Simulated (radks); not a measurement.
Problem. Radial electron density D(r) = 4 pi r^2 rho(r) of an atom or ion with 48 electrons. Method: Dirac Kohn-Sham, LDA (Slater exchange, Perdew-Wang correlation), spin-unpolarised, spherical densities, finite nucleus; Fermi nuclear charge, rms radius of each element as measured or else 0.836 A^(1/3) + 0.57 fm; computed with a radial shooting solver on a logarithmic mesh with Libxc functionals.

```
   r/bohr * D(r) (the largest magnitude, 78, reaches the edge; | marks zero)
 0.002154 |   *
 0.002508 |    *
 0.002896 |     *
 0.003345 |      *
 0.003863 |        *
 0.004461 |          *
 0.005152 |             *
  0.00595 |                *
 0.006871 |                   *
 0.007936 |                       *
 0.009165 |                           *
  0.01067 |                               *
  0.01232 |                                   *
  0.01423 |                                      *
  0.01643 |                                         *
  0.01898 |                                          *
  0.02192 |                                           *
  0.02531 |                                          *
  0.02924 |                                        *
  0.03376 |                                      *
  0.03899 |                                     *
  0.04503 |                                     *
  0.05242 |                                       *
  0.06054 |                                           *
  0.06992 |                                                *
  0.08075 |                                                    *
  0.09326 |                                                      *
   0.1077 |                                                    *
   0.1244 |                                                *
   0.1436 |                                          *
   0.1659 |                                     *
   0.1916 |                                    *
    0.223 |                                       *
   0.2576 |                                           *
   0.2975 |                                           *
   0.3436 |                                      *
   0.3968 |                             *
   0.4582 |                    *
   0.5292 |              *
   0.6112 |            *
   0.7058 |            *
   0.8151 |             *
   0.9414 |             *
    1.096 |          *
    1.266 |       *
    1.462 |     *
    1.688 |   *
     1.95 | *
    2.252 | *
      2.6 |*
    3.003 |*
    3.468 *
    4.005 *
    4.663 *
    5.385 *
    6.219 *
    7.182 *
    8.295 *
    9.579 *
```

What is the nuclear charge?

Solution. Z = 48. The innermost maximum, from 1s, lies near gamma/Z bohr with gamma = sqrt(1 - (Z/c)^2) = 0.937, here 0.0195 bohr (found: 0.0214), and its height grows with Z. The density is that of neutral cadmium in [Kr] 4d10 5s2; the configuration itself is not fixed sharply by these data, and Z only to a few units. D(r) has 4 maxima, at r = 0.0214, 0.0940, 0.279, 0.835 bohr, and minima at 0.0422, 0.183, 0.621 bohr, inside which lie 2.03, 11.17, 29.05 electrons.
